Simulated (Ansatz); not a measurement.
`[CH3][AlH][SnH2][OH]` + `BN` → `[CH3][AlH][BH]N` + `[OH][SnH3]`  (formal exchange of groups at the Al–Sn bond)

Computed with Ansatz on PBE0-D4/def2-TZVP structures; ΔE is electronic, products minus reactants. CBS: MP2 limit from def2 TZ/QZ plus the TZ coupled-cluster correction, frozen cores. This one scheme is used for every species. DFT in def2-TZVPP. B3LYP here is the variant with VWN-RPA as its local correlation; programs differ in this. Elements past krypton have def2 core potentials. For Sn outer-core shells are correlated without core-valence functions, which leaves a few kJ/mol of doubt a bond. One conformer a species, not always the lowest.

Task: Is it downhill or uphill in electronic energy at CCSD(T)/CBS, and by how much? (An estimate is asked.)

Result: The calculation gave: Uphill: ΔE = +88.2 kJ/mol.

Task: What do these levels give: B3LYP-D4, r2SCAN, B3LYP, MP2/def2-TZVPP, MP2/def2-QZVPP, SCS-MP2/def2-QZVPP? (Best estimate.)

Result: Computed: B3LYP-D4 88.3, r2SCAN 85.7, B3LYP 86.7, MP2/def2-TZVPP 89.1, MP2/def2-QZVPP 92.7, SCS-MP2/def2-QZVPP 89.4 kJ/mol.

Largest T1 diagnostic among the species: 0.014.
